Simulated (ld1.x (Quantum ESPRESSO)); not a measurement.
# tungsten, TM: configuration errors across variants

- Element: W
- Generator: ld1.x (Quantum ESPRESSO) 7.5
- Type: norm-conserving Troullier–Martins (Kleinman–Bylander form)
- Functional: PBE
- Relativity: scalar-relativistic
- Frozen core: [Kr] 4d10 4f14 5s2
- Valence charge: 12
- Reference configuration: 5p6 5d4 6s2 6p0
- Partial waves: 5p (bound): rc 1.40 bohr; 5d (bound): rc 2.35 bohr; 6s (bound): rc 2.75 bohr
- Local potential: the s channel
- Core correction: a·sin(br)/r model core, default radius (core density twice the valence density)

All-electron excitation energies from the reference (eV): (1) 5p6 5d4 6s1 6p0 8.883; (2) 5p6 5d4 6s0 6p0 24.563; (3) 5p6 5d3 6s0 6p0 49.945; (4) 5p6 5d3 6s2 6p0 8.830; (5) 5p6 5d3 6s2 6p1 4.018; (6) 5p6 5d4 6s1 6p1 4.495; (7) 5p6 5d4 6s1.5 6p0 3.633.

Errors AE − PS in meV (a dash: test not solved or not reliable):

| change | (1) | (2) | (3) | (4) | (5) | (6) | (7) | bound ghosts |
| --- | --- | --- | --- | --- | --- | --- | --- | --- |
| base | -10 | -48 | -80 | -25 | -641 | -498 | -2.8 | none |
| all radii but the core radius scaled by about 0.75 (s 2.06, p 1.04, d 1.76 bohr) | -6.3 | -31 | -75 | +0.8 | -532 | -422 | -1.9 | none |
| all radii but the core radius scaled by about 0.84 (s 2.30, p 1.18, d 1.96 bohr) | -9.4 | -44 | -78 | -20 | -620 | -482 | -2.6 | none |
| all radii but the core radius scaled by about 0.91 (s 2.50, p 1.28, d 2.14 bohr) | -11 | -49 | -77 | -28 | -647 | -501 | -2.9 | none |
| all radii but the core radius scaled by about 1.04 (s 2.86, p 1.46, d 2.44 bohr) | -9.7 | -46 | -84 | -21 | -636 | -496 | -2.7 | none |
| all radii but the core radius scaled by about 1.10 (s 3.02, p 1.54, d 2.58 bohr) | -8.6 | -45 | -97 | -13 | -624 | -491 | -2.4 | none |
| all radii but the core radius scaled by about 1.23 (s 3.38, p 1.72, d 2.90 bohr) | -5.6 | -52 | -176 | +25 | -581 | -480 | -1.3 | none |
| all radii but the core radius scaled by about 1.32 (s 3.62, p 1.84, d 3.10 bohr) | -5.0 | -75 | -267 | +57 | -554 | -477 | -0.8 | none |
| all radii but the core radius scaled by about 1.40 (s 3.84, p 1.96, d 3.28 bohr) | -5.9 | -107 | -349 | +91 | -524 | -479 | -0.5 | none |

(1) Give the same row for: all radii but the core radius scaled by about 1.18 (s 3.24, p 1.66, d 2.78 bohr).

## Answers

(1) -6.7, -46, -135, +6.9, -600, -484, -1.8; bound ghosts: none.
